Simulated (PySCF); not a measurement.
C₂H₁₀N₂Si₂. Atoms are numbered in the order given.

```xyz
16

C      0.5344    -1.0918     1.7045
C     -0.0239    -0.3257     0.5272
N      0.6455     0.1238    -0.4611
Si     2.3344     0.1025    -0.9216
Si    -1.9178     0.0071     0.4619
N     -2.0927     1.1315    -0.8279
H      0.0086    -2.0567     1.8079
H      0.3408    -0.5323     2.6357
H      1.6145    -1.2798     1.6179
H      2.7659     1.5225    -1.0470
H      2.4091    -0.5547    -2.2563
H      3.2898    -0.5981    -0.0020
H     -2.3746     0.5342     1.7848
H     -2.6072    -1.3151     0.2861
H     -1.2594     1.1923    -1.4132
H     -2.9521     1.2725    -1.3456
```
Charge 0, spin multiplicity 1.

Geometry optimised at B3LYP-D3(BJ)/def2-SVP. The structure was generated by enumeration; whether it is a known compound was not checked. Other conformers were not sampled.

Computed with PySCF with r2SCAN/def2-TZVP.

**Question.** Estimate the frontier levels, gap, dipole moment and polarisability. (An estimate is asked for; the answer gives what the named calculation found.)

**Answer.** 
The highest occupied level is -5.59 eV and the lowest empty level is -1.93 eV. The orbital gap comes out as 3.66 eV and the dipole moment comes out as 0.96 D. The quadrupole, principal values (traceless, Buckingham form, about the centre of nuclear charge) is -5.38, -2.60, 7.98 D·Å. The mean static polarisability comes out as 96.9 bohr³ (14.36 Å³) and the polarisability, principal values comes out as 73.5, 94.4, 122.8 bohr³.
